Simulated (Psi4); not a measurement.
C₂H₃O₂ (SMILES [CH2]C(=O)O), doublet, geometry from GFN2-xTB; TPSS/STO-3G (Psi4 1.11).

Psi4 was given this input:
```
memory 2 GB

molecule {
0 2
C     0.04765939    0.08243276   -0.05118241
O     0.27214038    1.15850639   -0.57845970
O    -1.15674511   -0.20174152    0.49367599
H    -1.74941322    0.55735887    0.38773571
C     0.98018779   -0.98897084    0.06432854
H     0.69019151   -1.90286014    0.54732555
H     1.96897649   -0.86938916   -0.33566831
}

set {
  basis sto-3g
  reference uks
  d_convergence 1e-8
}

energy('tpss')
print_variables()
```

The log (banner, timings and long lists left out):

```
   => Loading Basis Set <=

    Name: STO-3G
    Role: ORBITAL
    Keyword: BASIS

         ---------------------------------------------------------
                                   SCF
               by Justin Turney, Rob Parrish, Andy Simmonett
                          and Daniel G. A. Smith
                              UKS Reference
         ---------------------------------------------------------

  ==> Geometry <==

    Molecular point group: c1
    Full point group: C1

    Geometry (in Angstrom), charge = 0, multiplicity = 2:

       Center              X                  Y                   Z               Mass
    ------------   -----------------  -----------------  -----------------  -----------------
         C            0.062878624680     0.045276843172    -0.041112283778    12.000000000000
         O            0.287359614680     1.121350473172    -0.568389573778    15.994914619570
         O           -1.141525875320    -0.238897436828     0.503746116222    15.994914619570
         H           -1.734193985320     0.520202953172     0.397805836222     1.007825032230
         C            0.995407024680    -1.026126756828     0.074398666222    12.000000000000
         H            0.705410744680    -1.940016056828     0.557395676222     1.007825032230
         H            1.984195724680    -0.906545076828    -0.325598183778     1.007825032230

  Running in c1 symmetry.

  Rotational constants: A =      0.39232  B =      0.35788  C =      0.18716 [cm^-1]
  Rotational constants: A =  11761.56956  B =  10728.94946  C =   5610.77694 [MHz]
  Nuclear repulsion =  113.963193729945672

  Charge       = 0
  Multiplicity = 2
  Electrons    = 31
  Nalpha       = 16
  Nbeta        = 15

  ==> Algorithm <==

  SCF Algorithm Type is DF.
  DIIS enabled.
  MOM disabled.
  Fractional occupation disabled.
  Guess Type is SAD.
  Energy threshold   = 1.00e-06
  Density threshold  = 1.00e-08
  Integral threshold = 1.00e-12

  ==> Primary Basis <==

  Basis Set: STO-3G
    Blend: STO-3G
    Number of shells: 15
    Number of basis functions: 23
    Number of Cartesian functions: 23
    Spherical Harmonics?: true
    Max angular momentum: 1

  ==> DFT Potential <==

   => LibXC <=

    Version 7.1.2
    S. Lehtola, C. Steigemann, M. J. T. Oliveira, and M. A. L. Marques,  SoftwareX 7, 1–5 (2018) (10.1016/j.softx.2017.11.002)

   => Composite Functional: TPSS <=

    TPSS Meta-GGA XC Functional

    J. Tao, et al., Phys. Rev. Lett., 91, 146401, 2003

    Deriv               =              1
    GGA                 =           TRUE
    Meta                =           TRUE

    Exchange Hybrid     =          FALSE
    MP2 Hybrid          =          FALSE

   => Exchange Functionals <=

    1.0000   XC_MGGA_X_TPSS

   => Correlation Functionals <=

    1.0000   XC_MGGA_C_TPSS

   => LibXC Density Thresholds  <==

    XC_MGGA_C_TPSS:  1.00E-15
    XC_MGGA_X_TPSS:  1.00E-15

   => Molecular Quadrature <=

    Radial Scheme          =       TREUTLER
    Pruning Scheme         =           NONE
    Nuclear Scheme         =       TREUTLER

    Blocking Scheme        =         OCTREE
    BS radius alpha        =              1
    Pruning alpha          =              1
    Radial Points          =             75
    Spherical Points       =            302
    Total Points           =         149507
    Total Blocks           =           1191
    Max Points             =            256
    Max Functions          =             23
    Weights Tolerance      =       1.00E-15

   => Loading Basis Set <=

    Name: (STO-3G AUX)
    Role: JKFIT
    Keyword: DF_BASIS_SCF

  ==> Integral Setup <==

  SCF_SUBTYPE=INCORE selected. In-core MEM_DF algorithm will be used.
  Using in-core AOs.

  ==> MemDFJK: Density-Fitted J/K Matrices <==

    J tasked:                   Yes
    K tasked:                    No
    wK tasked:                   No
    Algorithm:                 Core
    Schwarz Cutoff:           1E-12
    Mask sparsity (%):       1.1342
[...]
   -------------------------
    Total      23      23
   -------------------------

  ==> Iterations <==

                           Total Energy        Delta E     RMS |[F,P]|

   @DF-UKS iter SAD:  -224.13745938570531   -2.24137e+02   0.00000e+00
   @DF-UKS iter   1:  -225.30956161841090   -1.17210e+00   1.60640e-02 DIIS/ADIIS
   @DF-UKS iter   2:  -224.09250627086146    1.21706e+00   6.14178e-02 DIIS/ADIIS
   @DF-UKS iter   3:  -225.36464023022683   -1.27213e+00   1.11211e-02 DIIS/ADIIS
   @DF-UKS iter   4:  -225.39967027481680   -3.50300e-02   2.08696e-03 DIIS/ADIIS
   @DF-UKS iter   5:  -225.40145098215561   -1.78071e-03   2.76700e-04 DIIS/ADIIS
   @DF-UKS iter   6:  -225.40150406193152   -5.30798e-05   1.60085e-04 DIIS/ADIIS
   @DF-UKS iter   7:  -225.40150846117609   -4.39924e-06   1.38568e-04 DIIS/ADIIS
   @DF-UKS iter   8:  -225.40151564360588   -7.18243e-06   1.18515e-05 DIIS
   @DF-UKS iter   9:  -225.40151573012946   -8.65236e-08   4.53972e-06 DIIS
   @DF-UKS iter  10:  -225.40151573762859   -7.49912e-09   2.47543e-06 DIIS
   @DF-UKS iter  11:  -225.40151574001240   -2.38381e-09   1.67816e-07 DIIS
   @DF-UKS iter  12:  -225.40151574004335   -3.09512e-11   5.26911e-08 DIIS
   @DF-UKS iter  13:  -225.40151574004511   -1.76215e-12   7.65060e-09 DIIS
  Energy and wave function converged.

  ==> Post-Iterations <==

   Electrons on quadrature grid:
      Nalpha   =   16.0000006386 ; deviation = 6.386e-07
      Nbeta    =   15.0000011254 ; deviation = 1.125e-06
      Ntotal   =   31.0000017640 ; deviation = 1.764e-06

   @Spin Contamination Metric:   1.179057616E-02
   @S^2 Expected:                7.500000000E-01
   @S^2 Observed:                7.617905762E-01
   @S   Expected:                5.000000000E-01
   @S   Observed:                5.000000000E-01

    Orbital Energies [Eh]
    ---------------------

    Alpha Occupied:

[...]
      16A     -0.098123

    Alpha Virtual:

[...]
      23A      0.682569

    Beta Occupied:

[...]
    Beta Virtual:

[...]
    Final Occupation by Irrep:
              A
    DOCC [    15 ]
    SOCC [     1 ]
    NA   [    16 ]
    NB   [    15 ]

  @DF-UKS Final Energy:  -225.40151574004511

   => Energetics <=

    Nuclear Repulsion Energy =            113.9631937299456723
    One-Electron Energy =                -534.7837237430105688
    Two-Electron Energy =                 224.7544559327191109
    DFT Exchange-Correlation Energy =     -29.3354416596993133
    Empirical Dispersion Energy =           0.0000000000000000
    VV10 Nonlocal Energy =                  0.0000000000000000
    Total Energy =                       -225.4015157400451130

  UHF NO Occupations:
  HONO-2 :   14  A 1.9988912
  HONO-1 :   15  A 1.9958788
  HONO-0 :   16  A 1.0000000
  LUNO+0 :   17  A 0.0041212
  LUNO+1 :   18  A 0.0011088
  LUNO+2 :   19  A 0.0003312
  LUNO+3 :   20  A 0.0003017

Computation Completed

Properties will be evaluated at   0.000000,   0.000000,   0.000000 [a0]

Properties computed using the SCF density matrix

 Multipole Moments:

 ------------------------------------------------------------------------------------
     Multipole            Electronic (a.u.)      Nuclear  (a.u.)        Total (a.u.)
 ------------------------------------------------------------------------------------

 L = 1.  Multiply by 2.5417464519 to convert [e a0] to [Debye]
 Dipole X            :         -1.1049238            0.8915658           -0.2133580
 Dipole Y            :          1.9509101           -2.1766496           -0.2257395
 Dipole Z            :         -0.4204177            0.5899233            0.1695056
 Magnitude           :                                                    0.3538532

 ------------------------------------------------------------------------------------

  Variable Map:
  ----------------------------------------------------------------------------
[...]
  Array Variable Map:
  ----------------------------------------------------------------------------
[...]
[...]
```
